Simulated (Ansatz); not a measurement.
Stepwise reaction of `O[SiH](Cl)[SiH2]Cl` with hydrogen fluoride, as a gas-phase model of exchange steps in deposition or etching. ΔE in kJ/mol; ΔG adds harmonic PBE0-D4 terms to CCSD(T)/CBS, at 1 bar.

Program: Ansatz. Geometries: PBE0-D4/def2-TZVP. ΔE: electronic, gas phase. CBS: MP2 limit from def2 TZ/QZ plus the TZ coupled-cluster correction, frozen cores. This one scheme is used for every species. DFT in def2-TZVPP. B3LYP here is the variant with VWN-RPA as its local correlation; programs differ in this. One conformer a species, not always the lowest.

```tsv
step	reaction	PBE-D4	B3LYP-D4	ωB97M-V	CCSD(T)/CBS	ΔG(600 K)
2	`O[SiH](F)[SiH2]Cl` + H–F → `O[SiH](F)[SiH2]F` + HCl	-17.6	-27.8	-25.4	-22.6	-30.6
```

(1) Give the row of step 1, `O[SiH](Cl)[SiH2]Cl` + H–F → `O[SiH](F)[SiH2]Cl` + HCl. (Estimate.)

(2) By hand: ΔE of the 2 steps together at CCSD(T)/CBS.

## Answers

(1) Ansatz gave: 
```json
{"step": "1", "reaction": "`O[SiH](Cl)[SiH2]Cl` + H–F → `O[SiH](F)[SiH2]Cl` + HCl", "PBE-D4": "-32.8", "B3LYP-D4": "-42.1", "ωB97M-V": "-40.9", "CCSD(T)/CBS": "-37.8", "ΔG(600 K)": "-41.7"}
```

(2) (-37.8) + (-22.6) = -60.4 kJ/mol, or -30.2 kJ/mol a step.

In ΔE each step is higher than the one before. All are downhill at CCSD(T)/CBS. ΔG lies between -41.7 and -30.6 kJ/mol a step. PBE-D4 differs from CCSD(T)/CBS by 5.0 to 5.0 kJ/mol a step. Only this route is followed, and other bonds may react first. Isolated molecules leave out the surface, adducts and barriers. Largest T1 diagnostic: 0.012.
